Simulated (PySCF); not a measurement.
A search over the determinants of TlC

Unrestricted PBE0; basis Tl def2-SVP with ECP60, C def2-SVP; scalar-relativistic core potentials; PySCF 2.14. Outer shells of the fragments: Tl 5d10 6s2 6p1; C 2s2 2p2.

Followed along the bond (rough minima from three points):

```csv
2Ms+1,unpaired,⟨S²⟩ at the start,R at minimum (Å),Te (eV)
4,"σ ↑, π ↑↑",3.75,2.30,0.00
2,"σ ↓, π ↑↑",1.77,2.29,0.63
2,"σ ↑, π ↑↓",1.76,2.30,0.68
2,π ↑,0.83,2.12,1.70
```

Solutions found at the starting distance of 2.140 Å, counted from the lowest of them; the search is not exhaustive and high or unbound solutions are not listed, so other states can lie among these:

| 2Ms+1 | unpaired | term | E (eV) | ⟨S²⟩ | ⟨Lz²⟩ | μ (D) |
| --- | --- | --- | --- | --- | --- | --- |
| 4 | σ ↑, π ↑↑ | ⁴Σ⁻ | 0.00 | 3.75 | 0.00 | -2.58 |
| 2 | σ ↓, π ↑↑ | mixed | 0.60 | 1.77 | 0.00 | -2.75 |
| 2 | σ ↑, π ↑↓ | mixed | 0.66 | 1.76 | 2.01 | -2.57 |
| 2 | π ↑ | ²Π | 1.58 | 0.83 | 1.01 | -3.48 |
| 2 | σ ↑ | mixed | 1.73 | 0.76 | 2.00 | -2.16 |
| 2 | π ↑ | ²Π | 1.89 | 0.75 | 1.00 | -1.20 |

A term symbol is given only where ⟨S²⟩ and ⟨Lz²⟩ are close to those of a pure state; real π, δ and φ orbitals otherwise mix terms. A positive dipole means Tl(−)C(+).

Spin–orbit coupling is left out, which matters for elements this heavy, above all for dissociation energies.
